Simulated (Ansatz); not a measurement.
Reaction (hydrogenolysis of a C–F bond): `FC(F)C1OC1(F)F` + H₂ → `FC(F)[C@H]1O[C@H]1F` + H–F

Calculated with Ansatz (gas phase, PBE0-D4/def2-TZVP geometries, no zero-point term in ΔE). CBS: MP2 limit from def2 TZ/QZ plus the TZ coupled-cluster correction, frozen cores. This one scheme is used for every species. Functionals use def2-TZVPP. One conformer a species, not always the lowest.

`FC(F)C1OC1(F)F`:

Z-matrix (Å, degrees):
```
C
F 1 1.353
C 1 1.500 2 108.4
F 1 1.352 2 107.8 3 -118.3
H 1 1.093 2 109.4 3 123.6
O 3 1.460 1 115.1 2 161.3
C 3 1.446 1 121.3 2 97.9
H 3 1.087 1 115.6 2 -61.2
F 7 1.330 3 122.4 1 -5.2
F 7 1.325 3 122.1 1 -153.0
```

H₂:

Cartesian coordinates in Å:
```
H -0.372 -0.013 -0.031
H 0.372 0.013 0.031
```

`FC(F)[C@H]1O[C@H]1F`:

Z-matrix (Å, degrees):
```
C
F 1 1.354
C 1 1.499 2 109.6
F 1 1.356 2 107.5 3 -117.7
H 1 1.092 2 108.7 3 124.1
O 3 1.433 1 115.5 2 80.6
C 3 1.453 1 120.3 2 145.7
H 3 1.088 1 114.6 2 -57.7
F 7 1.349 3 119.5 1 2.1
H 7 1.086 3 123.5 1 152.2
```

H–F:

Z-matrix (Å, degrees):
```
F
H 1 0.920
```

```
             level  ΔE (kJ/mol)  difference from CCSD(T)/CBS
       LDA (SPW92)        -54.0                         23.5
            PBE-D4        -61.5                         16.0
         r2SCAN-D4        -56.6                         20.9
      CAM-B3LYP-D4        -63.8                         13.7
            revPBE        -65.3                         12.2
            r2SCAN        -57.0                         20.5
           r2SCANh        -59.6                         17.9
           r2SCAN0        -63.2                         14.3
             BHLYP        -70.4                          7.1
         CAM-B3LYP        -65.0                         12.5
RPA@PBE/def2-TZVPP        -68.0                          9.5
      MP2/def2-SVP        -51.4                         26.1
     CCSD/def2-SVP        -53.4                         24.1
     HF/def2-TZVPP        -70.5                          7.0
     MP2/CBS(def2)        -82.3                         -4.8
    CCSD/CBS(def2)        -80.5                         -3.0
       CCSD(T)/CBS        -77.5                            0
```

(1) What do rigid-rotor, harmonic-oscillator terms from PBE0-D4/def2-TZVP frequencies (298.15 K, 1 bar) make of the CCSD(T)/CBS value? (An estimate is asked.)

Largest T1 diagnostic among the species: 0.012.

Results:

(1) Ansatz gave: ΔZPE = +19.7 kJ/mol, ΔH = -59.6 kJ/mol, ΔS = 27 J/(mol·K), ΔG = -67.6 kJ/mol.

Leaving LDA and LC-ωPBE aside and taking each functional with its dispersion term where it has one, the values, not all of them listed here, spread over 14.9 kJ/mol, from PBE-QIDH to r2SCAN-D4. LDA lies +8.9 kJ/mol from PBE without D4. From r2SCAN to r2SCAN0 (25 % exact exchange), in def2-TZVPP and without D4, ΔE moves by −6.2 kJ/mol. At CCSD(T), def2-SVP lies +28.3 kJ/mol from the extrapolated value and def2-TZVPP +6.3 kJ/mol.
